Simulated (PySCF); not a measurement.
Te³⁺ (tellurium, charge +3) across methods

[Kr] 4d10 5s2 5p1, 2P determinant. Calculation: PySCF 2.14, in aug-cc-pVQZ-PP with one added diffuse shell each of s, p, d, f, g type with ECP28MDF (8s8p6d4f3g, 117 functions); a scalar-relativistic core potential.

```tsv
method	E (hartree)	mean ε 5s α (eV)	mean ε 5s β (eV)	mean ε 5p α (eV)	Σ⟨r²⟩ (bohr²)	⟨S²⟩
PBE0	-265.9693	-44.580	-43.298	-33.354	30.67	0.752
UHF	-265.05702	-47.854	-45.201	-36.468	30.97	0.758
LDA	-265.5421	-43.566	-42.801	-32.170	30.65	0.751
r2SCAN	-266.0514	-43.537	-42.395	-32.497	30.62	0.753
wB97X-V	-265.9487	-47.108	-45.840	-35.636	30.68	0.752
M06-2X	-265.9109	-45.805	-43.778	-34.628	30.79	0.754
wB97X	-266.0109	-47.162	-46.104	-35.582	30.62	0.751
```

Problem. Estimate the same row for PBE.

Solution. E (hartree) = -265.9541; mean ε 5s α (eV) = -43.160; mean ε 5s β (eV) = -42.277; mean ε 5p α (eV) = -32.063; Σ⟨r²⟩ (bohr²) = 30.66; ⟨S²⟩ = 0.751.

Energies and moments cover only the electrons outside the core potential.
